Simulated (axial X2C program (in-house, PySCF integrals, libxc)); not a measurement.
# Outer orbitals of SnF at 1.955 Å, HF

Calculated with an axial X2C code built on PySCF integrals. Spin-free means the one-electron spin-free X2C Hamiltonian; two-component (2c) means X2C with spin–orbit coupling and atomic mean-field two-electron Coulomb and Gaunt terms, so the difference of the two also holds small scalar two-electron terms. Basis: Sn dyall-cv3z [11s12p9d4f1g], F dyall-av3z [7s6p3d2f] (cores contracted in-house); Gaussian nuclei, density fitting, unrestricted open shells. Masses: Sn 119.902 u, F 18.998 u.

The distance is close to the 2c PBE0 minimum; the highest filled and lowest empty levels are listed.

Spin-free orbitals, state M_S = 1/2, Λ = 1 (beyond evenly filled blocks: π+α) (Löwdin shares):

```tsv
symmetry	occupied	ε (eV)	atomic character
σα	yes	-17.87	71% F p, 25% Sn s, 2% F s
σβ	yes	-17.33	79% F p, 16% Sn s
π+α	yes	-16.18	94% F p, 2% Sn p
π-α	yes	-15.74	94% F p, 2% Sn d, 2% Sn p
π-β	yes	-15.69	94% F p, 2% Sn d
π+β	yes	-15.69	94% F p, 2% Sn d
σα	yes	-12.89	52% Sn s, 26% F p, 15% Sn p
σβ	yes	-11.61	60% Sn s, 18% Sn p, 17% F p
π+α	yes	-7.13	90% Sn p, 5% F p, 2% Sn d
π-α	no	-0.50	90% Sn p, 6% F p, 2% Sn d
π-β	no	0.45	90% Sn p, 6% F p, 2% Sn d
π+β	no	0.45	90% Sn p, 6% F p, 2% Sn d
σα	no	1.43	79% Sn p, 11% Sn d, 3% F s
```

Spinors with spin–orbit coupling (state Ω = 1/2):

```csv
ω,occupied,ε (eV),atomic character,λ mixture
-1/2,yes,-17.82,"70% F p, 25% Sn s, 2% F s",100% σ
1/2,yes,-17.29,"80% F p, 15% Sn s",100% σ
1/2,yes,-16.16,"94% F p, 2% Sn p",100% π
-3/2,yes,-15.68,"94% F p, 2% Sn d, 2% Sn p",100% π
-1/2,yes,-15.66,"94% F p, 2% Sn d",100% π
3/2,yes,-15.63,"94% F p, 2% Sn d",100% π
-1/2,yes,-12.85,"51% Sn s, 26% F p, 15% Sn p",100% σ
1/2,yes,-11.55,"60% Sn s, 18% Sn p, 17% F p",100% σ
1/2,yes,-7.29,"90% Sn p, 6% F p, 2% Sn d",100% π
-3/2,no,-0.37,"90% Sn p, 6% F p, 2% Sn d",100% π
-1/2,no,0.39,"90% Sn p, 6% F p, 2% Sn d",100% π
3/2,no,0.55,"90% Sn p, 6% F p, 2% Sn d",100% π
-1/2,no,1.46,"79% Sn p, 11% Sn d, 3% F s",100% σ
```

**Question.** How does the gap between the highest filled and lowest empty level change from the spin-free to the 2c table?

**Answer.** From 6.63 to 6.92 eV at HF, a change of 0.29 eV.

Mulliken charges and populations of the two-component result (they depend on the basis, above all on diffuse functions):

Sn 0.73 e (s 9.91 p 19.30 d 20.04 f 0.02), F -0.73 e (s 4.00 p 5.72 d 0.01). ⟨Lz⟩ = 1.00 ħ and ⟨Sz⟩ = -0.50 ħ (-0.51 and 0.01 on the two atoms), which add up to Ω.

The state is a single determinant with fixed occupations, the lowest that a limited PBE0 search found.
